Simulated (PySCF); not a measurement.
This PySCF input asks for the NMR shieldings of `N(B)([SiH2]N)C1CCC1`, C4H13BN2Si; the geometry comes from GFN2-xTB.

```python
import basis_set_exchange as bse
import numpy as np
from pyscf import gto, dft
from pyscf.prop import nmr

atoms = """
B    -1.193321   -1.755708   -1.045442
N    -0.590271   -0.764172   -0.276450
Si   -1.555522    0.255146    0.784713
N    -2.599630    1.150501   -0.252506
C     0.836683   -0.565985   -0.333288
C     1.603580   -0.555319    1.006564
C     2.152539    0.841962    0.682401
C     1.334835    0.866949   -0.617598
H    -0.545353   -2.432153   -1.753312
H    -2.354521   -1.907078   -0.973910
H    -0.752156    1.263833    1.470662
H    -2.182194   -0.636552    1.775331
H    -3.280116    1.766293    0.162188
H    -3.010015    0.658534   -1.031079
H     1.253282   -1.291257   -1.035357
H     2.355235   -1.337278    1.100098
H     0.951150   -0.590228    1.875500
H     3.229581    0.869921    0.528491
H     1.883028    1.612104    1.402629
H     1.921589    0.966684   -1.528999
H     0.532676    1.600744   -0.631701
"""
names = dict.fromkeys(["B", "N", "Si", "C", "H"], "pcSseg-1")
basis = {el: gto.basis.parse(bse.get_basis(n, elements=[el], fmt="nwchem")) for el, n in names.items()}
mol = gto.M(atom=atoms, basis=basis, charge=0, verbose=0)
mf = dft.RKS(mol, xc="PBE0")
mf.grids.level = 2
mf.grids.alignment = dft.numint.BLKSIZE   # the property module wants whole blocks of grid points
mf.conv_tol = 1e-9
mf.kernel()

calc = nmr.RKS(mf)   # GIAO
C = mf.mo_coeff
Co = C[:, mf.mo_occ > 0]
resp = mf.gen_response(singlet=True, hermi=2)
def vind(x):   # induced exchange potential for any number of trial vectors
    d = np.einsum("pi,xij,qj->xpq", C, 2 * x.reshape(-1, C.shape[1], Co.shape[1]), Co, optimize=True)
    return np.einsum("xpq,pi,qj->xij", resp(d - d.transpose(0, 2, 1)), C, Co, optimize=True).ravel()
mo1, _ = nmr.rhf.solve_mo1(calc, with_cphf=vind)
sigma = calc.kernel(mo1)
for i, s in enumerate(sigma):   # ppm
    w = np.linalg.eigvalsh((s + s.T) / 2)
    print("%2d %-2s iso %8.1f  s11 %8.1f  s22 %8.1f  s33 %8.1f" % (i, mol.atom_pure_symbol(i), w.mean(), *w))
```

Question: What does it print?

Answer: 
```
 0 B  iso     59.2  s11     24.9  s22     40.7  s33    111.9
 1 N  iso     87.2  s11    -49.8  s22     84.1  s33    227.4
 2 Si iso    383.1  s11    365.2  s22    367.8  s33    416.3
 3 N  iso    249.0  s11    206.8  s22    246.4  s33    293.7
 4 C  iso    125.0  s11    109.3  s22    111.6  s33    154.0
 5 C  iso    153.7  s11    133.3  s22    147.6  s33    180.1
 6 C  iso    172.4  s11    165.0  s22    168.9  s33    183.4
 7 C  iso    155.3  s11    134.8  s22    150.1  s33    180.9
 8 H  iso     26.6  s11     24.1  s22     26.4  s33     29.3
 9 H  iso     26.9  s11     24.4  s22     26.1  s33     30.3
10 H  iso     26.4  s11     23.3  s22     26.1  s33     30.0
11 H  iso     26.3  s11     22.5  s22     24.6  s33     31.7
12 H  iso     31.7  s11     24.3  s22     26.6  s33     44.1
13 H  iso     31.3  s11     23.8  s22     28.7  s33     41.4
14 H  iso     27.5  s11     23.5  s22     28.3  s33     30.7
15 H  iso     29.1  s11     26.0  s22     26.8  s33     34.5
16 H  iso     30.0  s11     27.2  s22     29.2  s33     33.6
17 H  iso     29.9  s11     26.6  s22     26.8  s33     36.3
18 H  iso     29.7  s11     26.0  s22     27.8  s33     35.4
19 H  iso     29.1  s11     25.9  s22     26.8  s33     34.5
20 H  iso     29.3  s11     26.0  s22     29.3  s33     32.7
```

These numbers come from an equivalent density-fitted implementation of the same equations, which agrees with the script to about 0.01 ppm for H and up to a few tenths of a ppm for heavy atoms, so last digits may differ.

Size and cost of the density-fitted run: 208 basis functions, 91 s wall time on 1 thread of an Arm Neoverse N1, shared host; peak memory 1 GiB.
